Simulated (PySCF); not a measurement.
# Cost of excited-state runs on `C[C@@H]1[C@@H](F)[C@@H]1[Si@@H](C)Cl`, C₅H₁₀ClFSi

Molfile (atoms numbered from 1):
```
C5H10ClFSi
     RDKit          3D

 18 18  0  0  0  0  0  0  0  0999 V2000
   -2.2836    0.6605    0.2369 C   0  0  0  0  0  0  0  0  0  0  0  0
   -1.5198   -0.3601   -0.5652 C   0  0  2  0  0  0  0  0  0  0  0  0
   -0.8383   -1.4974    0.1100 C   0  0  1  0  0  0  0  0  0  0  0  0
   -0.8723   -2.7281   -0.4822 F   0  0  0  0  0  0  0  0  0  0  0  0
   -0.0071   -0.4288   -0.5346 C   0  0  2  0  0  0  0  0  0  0  0  0
    1.0869    0.7063    0.5043 Si  0  0  1  0  0  4  0  0  0  0  0  0
    2.8996    0.2208    0.2257 C   0  0  0  0  0  0  0  0  0  0  0  0
    0.8042    2.6213   -0.0899 Cl  0  0  0  0  0  0  0  0  0  0  0  0
   -3.3202    0.3491    0.3528 H   0  0  0  0  0  0  0  0  0  0  0  0
   -2.2690    1.6239   -0.2684 H   0  0  0  0  0  0  0  0  0  0  0  0
   -1.8455    0.7844    1.2239 H   0  0  0  0  0  0  0  0  0  0  0  0
   -1.9756   -0.5925   -1.5213 H   0  0  0  0  0  0  0  0  0  0  0  0
   -0.8664   -1.6080    1.1866 H   0  0  0  0  0  0  0  0  0  0  0  0
    0.4314   -0.7403   -1.4772 H   0  0  0  0  0  0  0  0  0  0  0  0
    0.7352    0.6289    1.9258 H   0  0  0  0  0  0  0  0  0  0  0  0
    3.0785   -0.8142    0.4992 H   0  0  0  0  0  0  0  0  0  0  0  0
    3.5663    0.8393    0.8191 H   0  0  0  0  0  0  0  0  0  0  0  0
    3.1869    0.3411   -0.8156 H   0  0  0  0  0  0  0  0  0  0  0  0
  1  2  1  0
  2  3  1  0
  3  4  1  0
  3  5  1  0
  5  6  1  0
  6  7  1  0
  6  8  1  0
  5  2  1  0
  1  9  1  0
  1 10  1  0
  1 11  1  0
  2 12  1  6
  3 13  1  1
  5 14  1  6
  6 15  1  1
  7 16  1  0
  7 17  1  0
  7 18  1  0
M  END
```

PySCF with density fitting, on 1 thread of an Intel Xeon Platinum 8488C, shared host. Command: `OMP_NUM_THREADS=1 python excited_run.py task.json out`

Q: How long does this run take, and how much memory?
- circular dichroism and optical rotation, CAM-B3LYP/def2-SVPD; 16 states; writes grids

A: 
| run | level | basis functions | wall time | peak memory (GiB) |
| --- | --- | --- | --- | --- |
| circular dichroism and optical rotation | CAM-B3LYP/def2-SVPD | 254 | 2.7 min | 1.3 |

Times from a shared host are rough.
